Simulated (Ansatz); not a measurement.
Isolated molecules relaxed with PBE0-D4/def2-TZVP in Ansatz; ΔE leaves out vibrations. CCSD(T)/CBS is the MP2 limit (def2-TZVPP, def2-QZVPP) plus CCSD(T) − MP2 in def2-TZVPP, frozen cores. Functionals use def2-TZVPP. B3LYP here is the variant with VWN-RPA as its local correlation; programs differ in this. Elements past krypton have def2 core potentials. For Sn, Zn outer-core shells are correlated without core-valence functions, which leaves a few kJ/mol of doubt a bond. Scalar relativity is left out up to krypton. One conformer a species, not always the lowest.

Reaction (formal exchange of groups at a B–Zn bond): `[F][Zn][BH][SiH3]` + `[CH3][SnH3]` → `[CH3][SnH2][BH][SiH3]` + `[F][ZnH]`

```csv
level,ΔE (kcal/mol),difference from CCSD(T)/CBS
PBE-D4,0.8,1.6
r2SCAN-D4,0.8,1.6
PBE0-D4,0.2,1.0
B3LYP-D4,0.6,1.4
ωB97X-V,0.6,1.4
ωB97M-V,0.7,1.5
B2PLYP,1.1,1.9
PBE,1.9,2.7
r2SCAN,1.1,1.9
PBE0,1.2,2.0
B3LYP,2.2,3.0
HF/def2-TZVPP,0.5,1.3
MP2/def2-TZVPP,-0.9,-0.1
SCS-MP2/def2-TZVPP,-0.5,0.3
CCSD/def2-TZVPP,-0.5,0.3
CCSD(T)/def2-TZVPP,-0.6,0.2
HF/def2-QZVPP,0.5,1.3
MP2/def2-QZVPP,-1.0,-0.2
SCS-MP2/def2-QZVPP,-0.6,0.2
HF/CBS(def2),0.5,1.3
MP2/CBS(def2),-1.1,-0.3
CCSD/CBS(def2),-0.7,0.1
CCSD(T)/CBS,-0.8,0
```

Largest T1 diagnostic among the species: 0.018.

The D4 term adds −1.6 kcal/mol with B3LYP and −1.0 kcal/mol with PBE0; it sums over pairs of atoms, weighted by their polarisabilities, and B3LYP, whose exchange is more repulsive, gets the larger term. In def2-TZVPP, CCSD(T) changes the Hartree–Fock value by −1.1 kcal/mol (the triples alone add −0.1 kcal/mol) and MP2 by −1.4 kcal/mol.
